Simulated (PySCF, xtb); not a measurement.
Zr(OH)3(H) (H4O3Zr), SMILES [OH][ZrH]([OH])[OH], multiplicity 1. The values are those of a single conformer.

Harmonic wavenumbers (cm⁻¹) from GFN2-xTB (xtb 6.7.1) at its own minimum, in rising order: 116, 119, 123, 202, 209, 246, 394, 396, 439, 467, 468, 522, 529, 529, 1407, 3528, 3534, 3535.

Q: What does PBE-D3(BJ)/def2-SVP run with PySCF 2.14.0 give at its own minimum? (Estimate from the structure and the level; the computed values follow.)

A: 124, 141, 165, 165, 279, 279, 346, 346, 393, 515, 515, 706, 723, 723, 1619, 3868, 3868, 3872. Paired by order, the mean absolute difference is 125 cm⁻¹ and the zero-point energies are 24.0 and 26.7 kcal/mol.
